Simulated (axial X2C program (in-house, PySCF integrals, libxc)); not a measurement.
## Spin–orbit effects down a group: molecules with Zr, PBE0

Computed with an in-house all-electron X2C program for linear molecules (integrals from PySCF), spin-free (one-electron X2C) or two-component (2c: spin–orbit coupling with atomic mean-field Coulomb and Gaunt terms, which also bring small scalar terms), in Dyall basis sets with cores contracted in-house; open shells are unrestricted.

Basis sets: C dyall-v3z, Si dyall-v3z, Sn dyall-cv3z, Zr dyall-cv3z, Zr dyall-v3z.

| molecule | spin-free state | Re (Å) | ωe (cm⁻¹) | De (eV) | 2c state | Re 2c (Å) | ωe 2c (cm⁻¹) | De 2c (eV) |
| --- | --- | --- | --- | --- | --- | --- | --- | --- |
| ZrC | M_S = 1, Λ = 0 | 1.775 | 965.3 | 5.19 | Ω = 1 | 1.775 | 965.1 | n/a |
| ZrSi | M_S = 2, Λ = 2 | 2.518 | 369.7 | 2.88 | Ω = 4 | 2.517 | 369.8 | n/a |
| ZrSn | M_S = 2, Λ = 2 | 2.772 | 211.6 | 2.36 | Ω = 4 | 2.772 | 210.2 | n/a |

Each entry is the lowest single determinant of a limited PBE0 search at one distance. De goes to single-determinant-based atoms at the same level (for ions the charge split of lowest energy) and is withheld (n/a) where an atom does not fit its ground term or J level. Main or longest-lived isotopes. One determinant is a doubtful description, or other states lie close, for ZrC, ZrSi, ZrSn; these need not be ground states, and all values refer to the states named. Some open-shell Ω = 0 determinants are out of reach, so the Ω given for ZrC, ZrSi, ZrSn need not be the lowest component. With several unpaired electrons the Ω given is that of one determinant, not necessarily of the lowest component. The functionals have no current term, which raises determinants with orbital currents.
